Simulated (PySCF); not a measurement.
**Computed vibrations of [La(H2O)2]3+**

[La(H2O)2]3+ (singlet). PySCF 2.14.0, RKS PBE, La def2-SVP with ECP46, O def2-SVP, H def2-SVP; non-relativistic Hamiltonian with scalar-relativistic core potentials where named; density fitting; no spin-orbit coupling. Central differences of gradients.

```xyz
7

La    0.0000    0.0000    0.0000
O     0.0000    0.0000    2.4188
H     0.5491    0.5491    3.0493
H    -0.5491   -0.5491    3.0493
O     0.0000    0.0000   -2.4188
H     0.5491   -0.5491   -3.0493
H    -0.5491    0.5491   -3.0493
```

Run from Python with OMP_NUM_THREADS=2. Where DIIS fails, smearing, a level shift and second-order steps follow.
It took 21 s on 2 threads of Arm Neoverse V2, with other jobs on the host.

Q: What are the harmonic wavenumbers and infrared intensities?

A: Modes are labelled in D2d; negative numbers are unstable modes, those under 60 cm⁻¹ near the noise; a finer grid moves soft modes by up to 10 cm⁻¹.
```json
{"cm⁻¹": "-65", "km/mol": "–", "symmetry": "e"}
{"cm⁻¹": "-65", "km/mol": "–", "symmetry": "e"}
{"cm⁻¹": "166", "km/mol": "0.0", "symmetry": "b1"}
{"cm⁻¹": "383", "km/mol": "0.0", "symmetry": "a1"}
{"cm⁻¹": "388", "km/mol": "61.3", "symmetry": "b2"}
{"cm⁻¹": "590", "km/mol": "53.7", "symmetry": "e"}
{"cm⁻¹": "590", "km/mol": "53.7", "symmetry": "e"}
{"cm⁻¹": "682", "km/mol": "397.9", "symmetry": "e"}
{"cm⁻¹": "682", "km/mol": "397.9", "symmetry": "e"}
{"cm⁻¹": "1619", "km/mol": "257.8", "symmetry": "b2"}
{"cm⁻¹": "1622", "km/mol": "0.0", "symmetry": "a1"}
{"cm⁻¹": "3411", "km/mol": "1368.1", "symmetry": "b2"}
{"cm⁻¹": "3425", "km/mol": "0.0", "symmetry": "a1"}
{"cm⁻¹": "3445", "km/mol": "395.8", "symmetry": "e"}
{"cm⁻¹": "3445", "km/mol": "395.8", "symmetry": "e"}
```

Q: Is this a minimum?

A: No: 2 unstable; the lowest moves the atoms so:
```
La   0.04  0.08  0.00
O   -0.16 -0.28  0.00
H   -0.19 -0.37  0.11
H   -0.19 -0.37 -0.11
O   -0.15 -0.28  0.00
H   -0.23 -0.39  0.03
H   -0.23 -0.39 -0.03
```
